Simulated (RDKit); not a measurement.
A run for RDKit: MMFF94 on H9PSi2 (a complex), monomers drawn apart or pushed together.

```python
from rdkit import Chem
from rdkit.Chem import AllChem, rdDetermineBonds

blocks = [
'''4

P    -0.36015277    0.22824267   -0.07538392
H     0.78130393   -0.17925121    0.66057054
H     0.36734412    1.17819255   -0.83874835
H    -0.74946775    1.18355776    0.89774846
''',
'''8

Si    0.70990377    0.77079691    4.48334796
Si   -0.77541573   -1.04254306    4.42141450
H     0.05609265    1.99567742    3.96330793
H     1.91121540    0.48801349    3.66204703
H     1.13925538    1.01999273    5.88151906
H    -1.96019722   -0.75793791    5.26707020
H    -0.10837342   -2.26416813    4.93382258
H    -1.23600239   -1.30221859    3.03630905
''',
]
mol = None
for b in blocks:
    f = Chem.MolFromXYZBlock(b)
    rdDetermineBonds.DetermineBonds(f, charge=0)
    mol = f if mol is None else Chem.CombineMols(mol, f)
Chem.SanitizeMol(mol)
print(Chem.MolToSmiles(Chem.RemoveHs(mol)))
ff = AllChem.MMFFGetMoleculeForceField(mol, AllChem.MMFFGetMoleculeProperties(mol), nonBondedThresh=100.0, ignoreInterfragInteractions=False)
e = ff.CalcEnergy()
print(f'MMFF94 energy {e:.6f} kcal/mol')
```

The log:

```
P.[SiH3][SiH3]
MMFF94 energy 22.756888 kcal/mol
```

The run finished.

Cost: about 0.04 core-seconds (a rough figure).
